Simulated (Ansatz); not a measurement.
Cartesian coordinates in Å:
```
Si 1.233 -0.760 -1.001
O 0.107 -0.080 -0.039
Al -0.845 0.414 1.238
S -2.507 1.759 0.930
Cl -0.457 -0.256 3.171
H 1.290 -2.226 -0.766
H 0.881 -0.509 -2.422
H 2.566 -0.167 -0.718
H -2.268 1.825 -0.393
```

Total charge 0; spin multiplicity 1.

Problem. List the CAM-B3LYP/def2-TZVPP orbital energies in eV (Ansatz). (Estimate.)

Solution. Ansatz gave: Occupied: -2764.32, -2419.95, -1801.55, -1527.82, -522.60, -259.11, -218.01, -198.12, -198.04, -198.02, -162.59, -162.49, -162.42, -146.03, -115.77, -101.40, -101.34, -101.34, -76.49, -76.36, -76.33, -29.08, -24.50, -22.17, -17.51, -14.44, -13.54, -12.91, -12.87, -12.44, -11.15, -11.13, -10.66, -10.56, -10.35, -9.36. Lowest empty: 0.02, 0.54, 1.38, 1.62, 2.51, 2.56, 2.65, 2.88.
